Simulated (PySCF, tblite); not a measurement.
Species: C₃H₆F₃PS.
Geometry (GFN2-xTB, Å), atoms numbered from 1 in this order:
```
atom  x, y, z in Å
C1    -1.5587    0.7911    0.4176
P2    -0.9367   -0.7614   -0.3165
S3    -1.8504   -2.3812    0.1863
C4     0.8786   -0.8365    0.0820
C5     1.6049    0.4563   -0.1905
F6     1.2107    1.0217   -1.3427
F7     1.3957    1.3698    0.7679
F8     2.9305    0.2919   -0.2779
H9    -2.6290    0.8381    0.2151
H10   -1.4112    0.7450    1.4978
H11   -1.0662    1.6697    0.0082
H12   -0.8799   -0.4661   -1.6824
H13    1.3191   -1.6339   -0.5241
H14    0.9918   -1.1050    1.1368
```

The calculation used CAM-B3LYP/def2-SVPD in PySCF (dipole) on a GFN2-xTB geometry, gas phase.

Take the most abundant isotopes and a rigid rotor. The values belong to one conformer with, in the numbering `[CH3:1][P@H:2](=[S:3])[CH2:4][C:5]([F:6])([F:7])[F:8]`, C1–P2–C4–C5 -47°.

(1) What are A, B and C (MHz)?

(2) What kind of rotor is it?

(3) What does the inertial defect say?

(4) Give the other two planar moments, Paa and Pbb, and the rms extents of the mass along the axes.

(5) Where do the levels up to J = 5 lie, in MHz?

(6) Which types of transition are allowed, and where do some lines up to J = 3 fall?

(7) Estimate the classical rotational partition function at 10 K, 50 K and 100 K.

Answers

(1) Ia = 174.71, Ib = 654.37, Ic = 719.04 u·Å²; 505379 MHz·u·Å²/I gives A = 2893, B = 772.3, C = 702.8 MHz.

(2) A near-prolate asymmetric top. Ray's parameter κ = (2B − A − C)/(A − C) = -0.937; −1 is the prolate and +1 the oblate limit.

(3) Not planar: Δ = Ic − Ia − Ib = -110.03 u·Å². For a rigid frame Δ = −2 Σ m c², so Σ m c² = 55.02 u·Å² lies off the ab plane: 6.61 from hydrogen and 48.40 from heavier atoms. The atom farthest from that plane is 1.69 Å away.

(4) Paa = Σ m a² = (Ib + Ic − Ia)/2 = 599.35 and Pbb = Σ m b² = (Ia + Ic − Ib)/2 = 119.69 u·Å². With the mass M = 161.99 u, the rms extents √(P/M) along a, b and c are 1.92, 0.86, 0.58 Å.

(5) Above 0(0,0):
J = 1: 1(0,1) 1475, 1(1,1) 3596, 1(1,0) 3665
J = 2: 2(0,2) 4424, 2(1,2) 6476, 2(1,1) 6685, 2(2,1) 13046, 2(2,0) 13048
J = 3: 3(0,3) 8843, 3(1,3) 10797, 3(1,2) 11213, 3(2,2) 17472, 3(2,1) 17480, 3(3,1) 28248, 3(3,0) 28249
J = 4: 4(0,4) 14727, 4(1,4) 16555, 4(1,3) 17250, 4(2,3) 23371, 4(2,2) 23396, 4(3,2) 34152, 4(3,1) 34153, 4(4,1) 49236, 4(4,0) 49236
J = 5: 5(0,5) 22069, 5(1,5) 23750, 5(1,4) 24791, 5(2,4) 30743, 5(2,3) 30801, 5(3,3) 41534, 5(3,2) 41534, 5(4,2) 56615, 5(4,1) 56615, 5(5,1) 76008, 5(5,0) 76008

(6) The dipole components are |μa| = 1.85 D, |μb| = 1.31 D, |μc| = 0.25 D. The squared components, which scale the intensities, stand as 1.00 : 0.50 : 0.02 (a : b : c). Some lines, for components of 0.1 D or more:

| type | branch | J(Ka,Kc) | MHz | lower level (cm⁻¹) |
| --- | --- | --- | --- | --- |
| a | Q | 3(1,2) ← 3(1,3) | 417 | 0.360 |
| a | R | 1(0,1) ← 0(0,0) | 1475 | 0.000 |
| c | Q | 3(1,3) ← 3(0,3) | 1954 | 0.295 |
| c | Q | 2(1,2) ← 2(0,2) | 2053 | 0.148 |
| b | Q | 1(1,0) ← 1(0,1) | 2190 | 0.049 |
| b | Q | 2(1,1) ← 2(0,2) | 2261 | 0.148 |
| a | R | 2(1,2) ← 1(1,1) | 2881 | 0.120 |
| a | R | 2(0,2) ← 1(0,1) | 2949 | 0.049 |
| a | R | 2(1,1) ← 1(1,0) | 3020 | 0.122 |
| b | R | 1(1,1) ← 0(0,0) | 3596 | 0.000 |
| a | R | 3(1,3) ← 2(1,2) | 4320 | 0.216 |
| a | R | 3(0,3) ← 2(0,2) | 4419 | 0.148 |
| b | R | 2(1,2) ← 1(0,1) | 5001 | 0.049 |
| b | Q | 3(2,1) ← 3(1,2) | 6267 | 0.374 |
| c | Q | 2(2,1) ← 2(1,1) | 6361 | 0.223 |
| b | Q | 2(2,0) ← 2(1,1) | 6363 | 0.223 |
| b | Q | 3(2,2) ← 3(1,3) | 6675 | 0.360 |
| c | R | 3(1,2) ← 2(0,2) | 6790 | 0.148 |
| b | R | 2(2,1) ← 1(1,0) | 9381 | 0.122 |
| c | R | 2(2,0) ← 1(1,0) | 9383 | 0.122 |
| c | R | 2(2,1) ← 1(1,1) | 9451 | 0.120 |
| b | Q | 3(3,1) ← 3(2,2) | 10777 | 0.583 |
| b | R | 3(2,2) ← 2(1,1) | 10787 | 0.223 |
| c | R | 3(2,1) ← 2(1,1) | 10795 | 0.223 |
| c | R | 3(2,2) ← 2(1,2) | 10995 | 0.216 |
| b | R | 3(3,1) ← 2(2,0) | 15201 | 0.435 |
| b | R | 3(3,0) ← 2(2,1) | 15202 | 0.435 |

(7) Point group C1, symmetry number σ = 1; q = (√π/σ)·√((kT/h)³/(ABC)), k/h = 20836.6 MHz/K: 4250 at 10 K, 47600 at 50 K, 135000 at 100 K.

Its GFN2-xTB frequencies are all real (lowest 45 cm⁻¹). Constants of a rigid frame at the computed geometry: no zero-point averaging, no centrifugal distortion. A rigid rotor knows nothing of internal rotation, which can split or shift real lines.
